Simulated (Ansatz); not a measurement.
Reaction (silylene formation by 1,1-elimination): `CN[SiH](N)[SiH3]` → `CN[SiH3]` + `N[SiH]`

Isolated molecules relaxed with PBE0-D4/def2-TZVP in Ansatz; ΔE leaves out vibrations. CCSD(T)/CBS is the MP2 limit (def2-TZVPP, def2-QZVPP) plus CCSD(T) − MP2 in def2-TZVPP, frozen cores. This one scheme is used for every species. DFT in def2-TZVPP. B3LYP here is the variant with VWN-RPA as its local correlation; programs differ in this. One conformer a species, not always the lowest.

| level | ΔE (kcal/mol) |
| --- | --- |
| PBE-D4 | 41.8 |
| PBE0-D4 | 44.0 |
| B3LYP-D4 | 38.6 |
| B2PLYP | 36.9 |
| r2SCAN | 43.2 |
| B3LYP | 34.5 |
| MP2/def2-QZVPP | 41.7 |
| HF/CBS(def2) | 34.5 |

Question: What does CCSD(T)/CBS give? (An estimate is asked.)

Answer: Computed: +40.0 kcal/mol. The listed levels differ from it by 1.8, 4.0, -1.4, -3.1, 3.2, -5.5, 1.7, -5.5 kcal/mol.

Largest T1 diagnostic among the species: 0.015.

In def2-TZVPP, CCSD(T) changes the Hartree–Fock value by +4.0 kcal/mol (the triples alone add +0.7 kcal/mol) and MP2 by +6.4 kcal/mol. The D4 term adds +4.2 kcal/mol with B3LYP and +2.4 kcal/mol with PBE0; it sums over pairs of atoms, weighted by their polarisabilities, and B3LYP, whose exchange is more repulsive, gets the larger term. From PBE to PBE0 (25 % exact exchange), in def2-TZVPP and without D4, ΔE moves by +2.5 kcal/mol.
